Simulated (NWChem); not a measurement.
All runs are NWChem calculations. System: bromine monochloride (BrCl), charge 0, spin multiplicity 1, at a geometry optimised with B3LYP/def2-SVP. Level: TDA-CAM-B3LYP/def2-SVPD.

Input file:

```
start mol
memory heap 200 mb stack 900 mb global 1100 mb
geometry units angstroms nocenter noautoz
  Cl     0.000000     0.000000     1.477578
  Br     0.000000     0.000000    -0.717681
  symmetry group C2v
end
basis spherical
  * library def2-svpd
end
dft
  xc xcamb88 1.00 lyp 0.81 vwn_5 0.19 hfexch 1.00
  cam 0.33 cam_alpha 0.19 cam_beta 0.46
  direct
  iterations 100
end
tddft
  cis
  nroots 5
  notriplet
  thresh 1e-4
end
task tddft energy
```

Part of the output:

```
             Northwest Computational Chemistry Package (NWChem) 7.3.0
             --------------------------------------------------------

                                NWChem Input Module
                                -------------------

 Scaling coordinates for geometry "geometry" by  1.889725989
 (inverse scale =  0.529177249)

 Turning off AUTOSYM since
 SYMMETRY directive was detected!

                             Geometry "geometry" -> ""
                             -------------------------

 Output coordinates in angstroms (scale by  1.889725989 to convert to a.u.)

  No.       Tag          Charge          X              Y              Z
 ---- ---------------- ---------- -------------- -------------- --------------
    1 Cl                  17.0000     0.00000000     0.00000000     1.47757800
    2 Br                  35.0000     0.00000000     0.00000000    -0.71768100

 Effective nuclear repulsion energy (a.u.)     143.4274785594

            Nuclear Dipole moment (a.u.)
            ----------------------------
        X                 Y               Z
 ---------------- ---------------- ----------------
     0.0000000000     0.0000000000    -0.0000170075

      Symmetry information
      --------------------

 Group name             C2v
 Group number             16
 Group order               4
 No. of unique centers     2

      Symmetry unique atoms

     1    2


 Summary of "ao basis" -> "" (spherical)
 ------------------------------------------------------------------------------
       Tag                 Description            Shells   Functions and Types
 ---------------- ------------------------------  ------  ---------------------
 *                         def2-svpd                  on all atoms

                                 NWChem DFT Module
                                 -----------------

 Summary of "ao basis" -> "ao basis" (spherical)
 ------------------------------------------------------------------------------
       Tag                 Description            Shells   Functions and Types
 ---------------- ------------------------------  ------  ---------------------
[...]
     Occ.   25  b2  ---  Virt.   29  a1      -0.06028
     Occ.   26  b1  ---  Virt.   27  a1      -0.18345
  ----------------------------------------------------------------------------
  Root   3 singlet b1             0.191964226 a.u.                5.2236 eV
  ----------------------------------------------------------------------------
     Transition Moments    X  0.03662   Y -0.00160   Z  0.00000
     Transition Moments   XX  0.00000  XY  0.00000  XZ  0.75470
     Transition Moments   YY  0.00000  YZ -0.03293  ZZ  0.00000
     Dipole Oscillator Strength                    0.0001719774
     Electric Quadrupole                           0.0000000215
     Magnetic Dipole                               0.0000007564
     Total Oscillator Strength                     0.0001727552

          sigma_e =   1.7516 Angstrom
          sigma_h =   1.4844 Angstrom
         |d_h->e| =   0.4290 Angstrom
            d_exc =   2.3003 Angstrom
            d_CD1 =   0.6962 Angstrom
            d_CD2 =  -1.1889 Angstrom
            d_CD3 =   2.7293 Angstrom
     Pearson C.C. =   0.0315

     Occ.   24  b1  ---  Virt.   27  a1      -0.99363
     Occ.   24  b1  ---  Virt.   29  a1      -0.06846
  ----------------------------------------------------------------------------
  Root   4 singlet b2             0.191964228 a.u.                5.2236 eV
  ----------------------------------------------------------------------------
     Transition Moments    X -0.00160   Y -0.03662   Z  0.00000
     Transition Moments   XX  0.00000  XY  0.00000  XZ -0.03295
     Transition Moments   YY -0.00000  YZ -0.75474  ZZ -0.00000
     Dipole Oscillator Strength                    0.0001719108
     Electric Quadrupole                           0.0000000215
     Magnetic Dipole                               0.0000007563
     Total Oscillator Strength                     0.0001726886

          sigma_e =   1.7516 Angstrom
          sigma_h =   1.4844 Angstrom
         |d_h->e| =   0.4290 Angstrom
            d_exc =   2.3003 Angstrom
            d_CD1 =   0.6962 Angstrom
            d_CD2 =  -1.1889 Angstrom
            d_CD3 =   2.7293 Angstrom
     Pearson C.C. =   0.0315

     Occ.   23  b2  ---  Virt.   27  a1       0.99363
     Occ.   23  b2  ---  Virt.   29  a1       0.06845
  ----------------------------------------------------------------------------
  Root   5 singlet b1             0.296925407 a.u.                8.0798 eV
  ----------------------------------------------------------------------------
     Transition Moments    X  0.31605   Y -0.06247   Z  0.00000
     Transition Moments   XX -0.00000  XY  0.00000  XZ -2.35900
     Transition Moments   YY -0.00000  YZ  0.46629  ZZ -0.00000
     Dipole Oscillator Strength                    0.0205456459
     Electric Quadrupole                           0.0000008061
     Magnetic Dipole                               0.0000027103
     Total Oscillator Strength                     0.0205491623

          sigma_e =   2.7449 Angstrom
          sigma_h =   1.6108 Angstrom
         |d_h->e| =   0.1877 Angstrom
            d_exc =   3.0667 Angstrom
            d_CD1 =   1.3218 Angstrom
            d_CD2 =  -1.9902 Angstrom
            d_CD3 =   3.2544 Angstrom
     Pearson C.C. =   0.0859

     Occ.   24  b1  ---  Virt.   29  a1      -0.08485
     Occ.   24  b1  ---  Virt.   39  a1       0.05233
     Occ.   25  b2  ---  Virt.   28  a1       0.18447
     Occ.   26  b1  ---  Virt.   28  a1      -0.93325
     Occ.   26  b1  ---  Virt.   29  a1       0.21653
     Occ.   26  b1  ---  Virt.   32  a1       0.17347

              Target root =      1
          Target symmetry = none
      Ground state energy =  -3034.017011636549
        Excitation energy =      0.106345469240
     Excited state energy =  -3033.910666167309

  stored tddft:energy   -3033.9106661673090

 Task  times  cpu:       31.6s     wall:       31.6s

 Total times  cpu:       31.6s     wall:       31.6s
```
